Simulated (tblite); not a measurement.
Species: C2H6F3NPSi2 (charge -1).
Structure used (GFN2-xTB), in Å, numbered top down from 1:
```
atom  x, y, z in Å
F1     1.257    1.479   -0.605
C2     2.128    0.535   -0.181
F3     3.396    1.018   -0.367
C4     1.855   -0.670    0.357
F5     2.987   -1.375    0.696
P6     0.390   -1.586    0.730
N7    -0.838   -0.444    0.177
Si8   -1.218   -0.612   -1.491
Si9   -1.341    0.675    1.381
H10   -1.702   -1.978   -1.737
H11   -0.076   -0.348   -2.372
H12   -2.295    0.346   -1.782
H13   -0.265    1.563    1.834
H14   -2.429    1.474    0.796
H15   -1.853   -0.068    2.541
```

Calculated harmonic vibrations of the isolated species, GFN2-xTB (tblite), most abundant isotopes, no scaling. Errors from tens to a few hundred cm⁻¹ against measured bands are possible. Modes of hydrogen on silicon can be 10 to 20 % off. One conformer, not necessarily the lowest.

Harmonic wavenumbers (cm⁻¹): 38.4, 65.8, 75.3, 90.2, 96.5, 128.0, 142.3, 152.7, 177.6, 182.6, 224.0, 302.3, 375.9, 398.4, 463.0, 506.7, 559.3, 571.8, 580.0, 585.7, 625.5, 762.5, 776.1, 783.7, 806.2, 809.6, 828.5, 842.7, 952.2, 1062.2, 1080.6, 1105.2, 1649.8, 2150.5, 2166.1, 2168.4, 2178.7, 2205.6, 2211.4.

A = 1311, B = 686.3, C = 637.5 MHz; mass 187.973 u (most abundant isotopes); point group Cs, symmetry number 1.

Question: Zero-point energy?

Answer: Half the sum of the wavenumbers: 15441 cm⁻¹ = 184.72 kJ/mol.

Question: What is S at 400 K and 1 bar for an ideal gas of classical rigid rotors and harmonic oscillators?

Answer: Translation 180.27, rotation 132.14, vibration 240.68: S = 553.1 J/(mol K).

Question: And Cp and H(400 K) − H(0)?

Answer: Cp = 230.56 J/(mol K), of which vibrations give 197.30 (their classical limit is 39 R = 324.3); H(400 K) − H(0) = 59.93 kJ/mol without the zero-point energy, 46.62 from vibrations.

Question: Blend soft modes into free rotors: weight 1/[1 + (100 cm⁻¹/ν̃)⁴] for the oscillator and the rest for a rotor with moment μB/(μ + B), μ = h/(8π²ν), B = 10⁻⁴⁴ kg m². What vibrational entropy results?

Answer: 218.74 J/(mol K) in place of 240.68, which changes −T·S at 400 K by +8.78 kJ/mol.

Question: What must be added to the electronic energy to get the Gibbs energy at 400 K and 1 bar?

Answer: ZPE + [H(400 K) − H(0)] − T·S = 184.72 + 59.93 − 221.24 = 23.41 kJ/mol.

Question: Which modes carry the vibrational entropy at 400 K?

Answer: 38.4 cm⁻¹: 24.78; 65.8 cm⁻¹: 20.32; 75.3 cm⁻¹: 19.20; 90.2 cm⁻¹: 17.71; 96.5 cm⁻¹: 17.15; 128.0 cm⁻¹: 14.84 J/(mol K); the other 33 give 126.69 together.

Question: How do the functions run with temperature in this model?

Answer: 
```
T (K)  S (J/(mol K))  Cp (J/(mol K))  H − H(0) (kJ/mol)  G − H(0) (kJ/mol)  ln q(vib)
  100          328.4           108.0               7.03             -25.81       3.02
  200          418.9           157.8              20.37             -63.41       7.33
  300          491.2           199.6              38.33            -109.02      11.28
  500          607.1           253.4              84.18            -219.38      18.30
  800          736.5           295.9             167.28            -421.94      27.09
 1000          804.4           312.3             228.22            -576.23      32.07
```

q(vib) and H(0) count from the zero-point level.

Hindered rotation and anharmonicity are outside this model. Other conformers, if any are populated, would add a mixing term that is left out.

Run on an x86-64 server with one thread, on a shared host. This covers the Hessian and the dipole derivatives.
